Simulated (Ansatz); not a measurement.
`[SiH3]N[SiH2]Br` + `O[SiH3]` → `[SiH3]N[SiH2]O[SiH3]` + HBr  (ligand exchange at the Si–Br bond)

Calculated with Ansatz (gas phase, PBE0-D4/def2-TZVP geometries, no zero-point term in ΔE). CBS: MP2 limit from def2 TZ/QZ plus the TZ coupled-cluster correction, frozen cores. Functionals use def2-TZVPP. B3LYP here is the variant with VWN-RPA as its local correlation; programs differ in this. For Br outer-core shells are correlated without core-valence functions, which leaves a few kJ/mol of doubt a bond. Scalar relativity is left out up to krypton. Each species was taken in one conformer, which may not be the lowest.

| level | ΔE (kJ/mol) | difference from CCSD(T)/CBS |
| --- | --- | --- |
| PBE-D4 | -11.6 | 8.7 |
| r2SCAN-D4 | -18.9 | 1.4 |
| PBE0-D4 | -14.2 | 6.1 |
| B3LYP-D4 | -25.9 | -5.6 |
| ωB97M-V | -20.8 | -0.5 |
| B2PLYP | -21.5 | -1.2 |
| PBE | -7.4 | 12.9 |
| r2SCAN | -17.2 | 3.1 |
| PBE0 | -10.3 | 10.0 |
| B3LYP | -19.8 | 0.5 |
| HF/def2-TZVPP | -27.7 | -7.4 |
| CCSD/def2-TZVPP | -26.5 | -6.2 |
| CCSD(T)/def2-TZVPP | -25.4 | -5.1 |
| MP2/def2-QZVPP | -18.2 | 2.1 |
| HF/CBS(def2) | -30.3 | -10.0 |
| CCSD/CBS(def2) | -21.5 | -1.2 |
| CCSD(T)/CBS | -20.3 | 0 |

Largest T1 diagnostic among the species: 0.011.

The D4 term adds −6.1 kJ/mol with B3LYP and −3.9 kJ/mol with PBE0; it sums over pairs of atoms, weighted by their polarisabilities, and B3LYP, whose exchange is more repulsive, gets the larger term.
